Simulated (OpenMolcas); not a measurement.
# What dynamic correlation does to the levels of F³⁺

```
Program             : OpenMolcas
Basis               : ANO-RCC-VTZP [4s3p2d1f]
Scalar Hamiltonian  : DKH2, point nucleus
Active space        : 4 electrons in 4 orbitals (2s 2p)
State averaging     : 2S+1 = 3 even, 6 roots (3 in the spin-orbit step); 2S+1 = 1 even, 6 roots kept (CI in the orbitals of an earlier block); 2S+1 = 5 odd, 1 root; 2S+1 = 3 odd, 9 roots kept (CI in the orbitals of an earlier block); 2S+1 = 1 odd, 8 roots kept (CI in the orbitals of an earlier block)
Spin-orbit coupling : RASSI with atomic mean-field integrals over the reference wave functions, term energies averaged over their components
```

Methods on the same reference wave functions:
A. CASSCF
B. SS-CASPT2, IPEA 0.25 Eh, imaginary shift 0.1 Eh (closed shells correlated: 1s)

Energies in cm⁻¹ above 2s² 2p² ³P₀, the measured ground level; measured values from Moore, Atomic Energy Levels, vol. I, NSRDS-NBS 35 (1971 reprint of NBS Circular 467, 1949).

```csv
Level,A,B,Measured
2s² 2p² ³P₀,0.0,0.0,0.0
2s² 2p² ³P₁,216,216,225
2s² 2p² ³P₂,630,630,613
2s² 2p² ¹D₂,27321,25740,25241
2s² 2p² ¹S₀,50484,53810,53544
2s 2p³ ⁵S°₂,62957,72270,
2s 2p³ ³D°₂,151432,147480,147889
2s 2p³ ³D°₁,151433,147480,147902
2s 2p³ ³D°₃,151438,147480,147842
2s 2p³ ³P°₀,178803,176150,
2s 2p³ ³P°₁,178805,176160,175242
2s 2p³ ³P°₂,178809,176160,175237
2s 2p³ ¹D°₂,246301,231230,
2s 2p³ ³S°₁,252678,240580,
2s 2p³ ¹P°₁,273673,259800,257390
```

Deviations, from unrounded energies. A percentage is the sum of absolute deviations over the sum of measured energies, with the sign that they share, or ± where signs differ.

| Against measurement | Levels | A | B |
| --- | --- | --- | --- |
| mean absolute deviation (cm-1) | 10 | 3900 | 620 |
| fine structure of the ground term (%) | 2 | ±3.1 | ±3.1 |
| other terms of the ground configuration (%) | 2 | ±6.5 | +1.0 |
| other configurations (%) | 6 | +3.2 | ±0.5 |

B lies closest to measurement on these levels. The largest miss of B in the table is 2s 2p³ ¹P°₁, by +2400 cm-1. The ranking rests on the paired levels alone, and a cruder setting can come out closer through cancelling errors.

From A to B the spin-free energies of the other terms of 2s² 2p² shown, above ³P, scale by factors of 0.94 to 1.07.

The lowest spin-free term lies below A's lowest term by 0.076 hartree in B.

Term energies are means over components that CASPT2 splits; among the terms shown or strongly mixed into the levels shown the widest spread is 120 cm-1 (2s 2p³ ³D°, B). Terms from blocks run as CI alone lack orbitals of their own. Computed and measured levels are paired by configuration, term and J; levels that our copy of the source lacks, or whose pairing is in doubt (as where it misses far off the trend of its configuration), stay unpaired and out of the deviations. Only configurations of the active space appear.

° marks odd parity.
